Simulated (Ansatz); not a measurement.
Calculated with Ansatz (gas phase, PBE0-D4/def2-TZVP geometries, no zero-point term in ΔE). CCSD(T)/CBS is the MP2 limit (def2-TZVPP, def2-QZVPP) plus CCSD(T) − MP2 in def2-TZVPP, frozen cores. This one scheme is used for every species. DFT in def2-TZVPP. Each species was taken in one conformer, which may not be the lowest.

Reaction (ligand exchange at the Si–C bond): `C[SiH2]B(C)C` + H–F → `CB(C)[SiH2]F` + CH₄

`C[SiH2]B(C)C`:

Z-matrix (Å, degrees):
```
C
Si 1 1.880
H 1 1.093 2 110.7
H 1 1.092 2 111.5 3 120.2
H 1 1.093 2 110.8 3 -119.6
B 2 2.030 1 115.1 3 58.1
H 2 1.498 1 109.0 3 -62.7
H 2 1.496 1 109.3 3 -177.7
C 6 1.562 2 120.9 1 -13.7
C 6 1.562 2 118.9 1 167.3
H 9 1.094 6 114.6 2 161.9
H 9 1.103 6 104.8 2 -82.0
H 9 1.093 6 115.1 2 33.3
H 10 1.094 6 114.1 2 153.6
H 10 1.092 6 115.8 2 24.7
H 10 1.103 6 104.4 2 -91.2
```

H–F:

Cartesian coordinates in Å:
```
F 0.273 -0.104 0.355
H -0.273 0.104 -0.355
```

`CB(C)[SiH2]F`:

```xyz
13

C    -0.737   -0.558    1.388
B    -0.186   -0.003    0.041
C    -1.143    0.603   -1.034
Si    1.794   -0.034   -0.363
F     2.638   -0.835    0.754
H    -0.601    0.267    2.108
H    -1.805   -0.789    1.381
H    -0.173   -1.395    1.806
H    -2.059    1.030   -0.613
H    -0.698    1.312   -1.734
H    -1.466   -0.261   -1.639
H     2.083   -0.685   -1.674
H     2.352    1.348   -0.421
```

CH₄:

```xyz
5

C     0.000    0.000    0.000
H    -0.845   -0.654    0.210
H     0.755   -0.122    0.776
H    -0.338    1.036   -0.018
H     0.428   -0.259   -0.968
```

Question: Is it downhill or uphill in electronic energy at CCSD(T)/CBS, and by how much? (Best estimate.)

Answer: The calculation gave: Downhill: ΔE = -32.4 kcal/mol.

Question: What do these levels give: PBE-D4, ωB97X-V, PBE, PBE0, HF/def2-QZVPP, SCS-MP2/def2-QZVPP? (An estimate is asked.)

Answer: The calculation gave: PBE-D4 -31.0, ωB97X-V -33.8, PBE -32.1, PBE0 -32.1, HF/def2-QZVPP -39.3, SCS-MP2/def2-QZVPP -34.1 kcal/mol.

Largest T1 diagnostic among the species: 0.011.

In def2-TZVPP, CCSD(T) changes the Hartree–Fock value by +6.5 kcal/mol (the triples alone add +0.8 kcal/mol) and MP2 by +6.6 kcal/mol. The D4 term adds +1.8 kcal/mol with B3LYP and +1.0 kcal/mol with PBE0; it sums over pairs of atoms, weighted by their polarisabilities, and B3LYP, whose exchange is more repulsive, gets the larger term.

B3LYP here is the variant with VWN-RPA as its local correlation; programs differ in this.
